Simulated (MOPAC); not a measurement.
MOPAC input (MNDO):

```
MNDO PRECISE GNORM=0.05 LET XYZ GEO-OK AUX(PRECISION=9) THREADS=1
CH2O

C     0.01425900 1   -0.00055500 1   -0.74078200 1
O     0.00715200 1    0.00561000 1    0.56769200 1
H     0.88752300 1    0.26011200 1    0.88741300 1
H    -1.03029300 1   -0.30166700 1   -0.98425100 1
```

From the output:

```
                                                       MOPAC v23.2.5 Linux

          FINAL HEAT OF FORMATION =         13.50634 KCAL/MOL =      56.51052 KJ/MOL

          COSMO AREA              =         62.48 SQUARE ANGSTROMS
          COSMO VOLUME            =         44.34 CUBIC ANGSTROMS

          GRADIENT NORM           =          0.03995          =       0.01998 PER ATOM
          IONIZATION POTENTIAL    =          9.039787 EV
          HOMO LUMO ENERGIES (EV) =         -9.040  0.888
          NO. OF FILLED LEVELS    =          6
          MOLECULAR WEIGHT        =         30.0262         POINT GROUP:  Cs

          MOLECULAR DIMENSIONS (Angstroms)

            Atom       Atom       Distance
            H     4    H     3     2.81988
            O     2    C     1     0.88126
            H     3    C     1     0.00000

          SCF CALCULATIONS        =         14

   ATOM   CHEMICAL          X               Y               Z
  NUMBER   SYMBOL      (ANGSTROMS)     (ANGSTROMS)     (ANGSTROMS)

     1       C         -0.00753405  *  -0.00670414  *  -0.72463318  *
     2       O          0.02384586  *   0.01044195  *   0.57470724  *
     3       H          0.87657288  *   0.25717621  *   0.92010318  *
     4       H         -1.01062353  *  -0.29675544  *  -1.10063846  *

                             CARTESIAN COORDINATES

   1    C       -0.007534050    -0.006704141    -0.724633182
   2    O        0.023845865     0.010441954     0.574707244
   3    H        0.876572879     0.257176209     0.920103184
   4    H       -1.010623527    -0.296755441    -1.100638461

           Empirical Formula: C H2 O  =     4 atoms

      MOLECULAR POINT GROUP   :   Cs

                  EIGENVALUES
 -43.71750 -25.09284 -17.82354 -16.29355 -14.63823  -9.03979   0.88821   3.67605
   5.13443   6.54441

              NET ATOMIC CHARGES AND DIPOLE CONTRIBUTIONS

  ATOM NO.   TYPE          CHARGE      No. of ELECS.   s-Pop       p-Pop
    1          C           0.006836        3.9932     1.65612     2.33704
    2          O          -0.211368        6.2114     1.78838     4.42298
    3          H           0.218084        0.7819     0.78192
    4          H          -0.013552        1.0136     1.01355
 DIPOLE           X         Y         Z       TOTAL
 POINT-CHG.     0.960     0.278     0.428     1.087
 HYBRID        -0.852    -0.240     0.777     1.178
 SUM            0.107     0.038     1.205     1.210

          ATOMIC ORBITAL ELECTRON POPULATIONS

     Atom    s        px        py        pz
    1  C   1.65612   1.15763   0.35519   0.82422
    2  O   1.78838   1.40424   1.68970   1.32904
    3  H   0.78192
    4  H   1.01355

 **********************
 *                    *
 * JOB ENDED NORMALLY *
 *                    *
 **********************

 == MOPAC DONE ==
```

The geometry given is a B3LYP-D3(BJ)/def2-TZVP minimum.
